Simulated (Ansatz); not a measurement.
C4H6Zn (`C=[C]1C[CH2][Zn]1`), relaxed with RKS PBE0-D4/def2-TZVP in the Gaussian-basis code of Ansatz from a PBE-D4/def2-SVP geometry. The force threshold is 0.005 eV/Å; the program also tests the step.

Total charge 0; spin multiplicity 1.

Start:

```xyz
11

C    -0.647   -1.914    0.552
C    -0.341   -0.613    0.616
C    -0.034    0.344   -0.572
C     0.716    1.631   -0.146
Zn    0.210    0.969    1.717
H    -0.710   -2.472   -0.404
H    -0.854   -2.499    1.465
H    -1.009    0.619   -1.032
H     0.554   -0.223   -1.330
H     1.811    1.587   -0.311
H     0.305    2.572   -0.555
```

Problem. By how much does the energy fall, and how many steps does the optimiser take? (Estimate.)

Solution. Computed: 5.14 kJ/mol, in 24 steps, 2 of them rejected.

Problem. Which bonds change most? (Estimate.)

Solution. Ansatz gave: C4–Zn5 from 2.041 to 2.020 Å; C4–H10 from 1.108 to 1.088 Å; C3–H9 from 1.114 to 1.095 Å; C2–Zn5 from 2.005 to 1.985 Å.

Problem. Give the relaxed structure. (Best estimate.)

Solution. Computed: 
```xyz
11

C    -0.734   -1.872    0.552
C    -0.252   -0.644    0.623
C     0.078    0.288   -0.573
C     0.676    1.644   -0.143
Zn    0.406    0.883    1.708
H    -0.954   -2.363   -0.397
H    -0.936   -2.451    1.447
H    -0.850    0.452   -1.130
H     0.782   -0.241   -1.224
H     1.709    1.796   -0.449
H     0.074    2.508   -0.414
```
